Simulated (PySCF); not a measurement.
Compound: InH2Ph, C6H7In.
Bonds: In1–C4, C4–C5, C4–C9, C5–C6, C6–C7, C7–C8, C8–C9. Hydrogens: H2, H3 on In1; H10 on C5; H11 on C6; H12 on C7; H13 on C8; H14 on C9.

A GFN2-xTB structure was refined with PBE0-D3(BJ)/def2-SVP geometry optimisation, gas phase, def2 core potentials past Kr in PySCF 2.14.0. Its GFN2-xTB values:

| coordinate | GFN2-xTB |
| --- | --- |
| In1–H2 | 1.674 Å |
| In1–H3 | 1.864 Å |
| In1–C4 | 2.125 Å |
| C4–C5 | 1.414 Å |
| C5–C6 | 1.358 Å |
| C5–H10 | 1.146 Å |
| C6–C7 | 1.374 Å |
| C6–H11 | 1.124 Å |
| C7–H12 | 1.079 Å |
| In1–C4–C5 | 123.3° |
| C4–C5–C6 | 125.0° |
| C5–C4–C9 | 111.9° |
| C5–C6–C7 | 119.2° |
| C6–C7–C8 | 119.0° |
| In1–C4–C9–C8 | 177° |
| C5–C6–C7–C8 | -3° |
| C7–C8–C9–C4 | 8° |

Task: How do these coordinates change at the PBE0-D3(BJ)/def2-SVP level?

Result: 
| coordinate | PBE0-D3(BJ)/def2-SVP (Å or °) | change |
| --- | --- | --- |
| In1–H3 | 1.733 | -0.131 |
| In1–H2 | 1.734 | +0.060 |
| C5–H10 | 1.095 | -0.051 |
| C5–C6 | 1.395 | +0.037 |
| C6–H11 | 1.093 | -0.031 |
| In1–C4 | 2.152 | +0.027 |
| C6–C7 | 1.395 | +0.021 |
| C7–H12 | 1.093 | +0.014 |
| C4–C5 | 1.405 | -0.009 |
| C5–C4–C9 | 118.0 | +6.1 |
| C4–C5–C6 | 121.1 | -3.9 |
| In1–C4–C5 | 120.9 | -2.4 |
| C6–C7–C8 | 119.9 | +0.9 |
| C5–C6–C7 | 119.9 | +0.7 |
| C7–C8–C9–C4 | 0 | -8 |
| In1–C4–C9–C8 | 180 | +3 |
| C5–C6–C7–C8 | 0 | +3 |

The energy falls by 0.663 eV over 21 energy and gradient evaluations, the largest force component goes from 0.0635 to 1.6e-04 Eh/bohr, and the atoms move by 0.718 Å rms after alignment. The bond that changes most is In1–H3 (ends: indium bonded to C and 2 H; hydrogen on indium), which shortens by 0.131 Å. Bonds longer at the end by more than 0.005 Å: 7 of 14; shorter: 7. Among the dihedrals that turn most is H2–In1–C4–C5, from 89° to 0°. Rotational constants go from 5637, 724.8, 649.5 to 5421, 730.3, 643.6 MHz.

The run used 145 basis functions and 150 SCF cycles in all. On one thread, AMD EPYC (x86_64) (shared host), this took 8.3 min and 0.58 GiB of memory at its peak.

PBE0-D3(BJ)/def2-SVP frequencies: not computed here. The numbers are those of one conformer.
